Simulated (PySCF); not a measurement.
## Structure from 2D NMR

Compound of formula C10H10. Correlations simulated from computed shifts and the bond graph:

HSQC (one-bond C–H):
```
  δH     δC
6.81  141.1
5.89  147.0
5.48  117.3
5.31  127.1
5.25  117.3
5.21  128.6
3.45   55.1
3.09   53.9
2.93   45.4
2.89   44.1
```

COSY cross peaks (H two or three bonds apart, from the bond graph; peaks can be absent where the dihedral angle is near 90°):
```
  δH    δH
6.81  5.48
6.81  5.25
5.89  5.31
5.89  3.45
5.48  5.25
5.31  2.93
5.21  2.89
3.45  3.09
3.09  2.93
3.09  2.89
2.93  2.89
```

HMBC (two and three bonds, from the bond graph):
```
  δH                                                   δC
6.81                            155.6, 128.6, 117.3, 55.1
5.89                       155.6, 127.1, 55.1, 53.9, 45.4
5.48                                         155.6, 141.1
5.31                        147.0, 55.1, 53.9, 45.4, 44.1
5.25                                         155.6, 141.1
5.21                 155.6, 141.1, 55.1, 53.9, 45.4, 44.1
3.45  155.6, 147.0, 141.1, 128.6, 127.1, 53.9, 45.4, 44.1
3.09         155.6, 147.0, 128.6, 127.1, 55.1, 45.4, 44.1
2.93                147.0, 128.6, 127.1, 55.1, 53.9, 44.1
2.89                155.6, 128.6, 127.1, 55.1, 53.9, 45.4
```

Carbons without hydrogens: δ 155.6.

- shieldings: GIAO PBE0/pcSseg-1
- geometry from GFN2-xTB
- code: PySCF 2.14.0 with density-fitted response routines
- relativity neglected, no solvent model, a single conformation

Shifts are taken against calculated references (same method and geometry level): 1H (σref 31.72), 13C (σref 186.93) against TMS.

Exchangeable hydrogens are left out of these lists.

Assemble the structure.

Answers

SMILES C(=C)C1=C[C@@H]2[C@@H]3C=C[C@H]1[C@H]23.

Structure with atom numbers: `[CH2:1]=[CH:2][C:3]1=[CH:4][C@@H:5]2[C@@H:6]3[CH:7]=[CH:8][C@H:9]1[C@H:10]23` (H(Xn): hydrogen on atom n). Ha(C1) is cis to C3; Hb(C1) is trans to C3.

δC 155.6 is C3, a fully substituted alkene carbon. δC 147.0 is C8, an alkene CH (δH 5.89). δC 141.1 is C2, an alkene CH (δH 6.81). δC 128.6 is C4, an alkene CH (δH 5.21). δC 127.1 is C7, an alkene CH (δH 5.31). δC 117.3 is C1, a terminal =CH2 carbon (δH 5.25, 5.48). δC 55.1 is C9, an allylic sp3 CH (δH 3.45). δC 53.9 is C10, a three-membered-ring carbon (δH 3.09). δC 45.4 is C6, a three-membered-ring carbon (δH 2.93). δC 44.1 is C5, a three-membered-ring carbon (δH 2.89). HMBC from δH 6.81 reaches the proton-free carbon C3. HMBC from δH 5.89 reaches the proton-free carbon C3. HMBC from δH 5.48 reaches the proton-free carbon C3. HMBC from δH 5.25 reaches the proton-free carbon C3. COSY links 6.81–5.48, 6.81–5.25, 5.89–5.31, 5.89–3.45, 5.48–5.25, 5.31–2.93.

The shifts were computed for this structure.

Shifts are as computed. Against solution values, carbons near 30 ppm lie about +3 ppm off and those near 130 ppm about +5 ppm. Of 1211 compounds with measured shifts, 218 miss one by over three times the rms of a fit or turn the order of signals round; such compounds aren't used in these exercises.
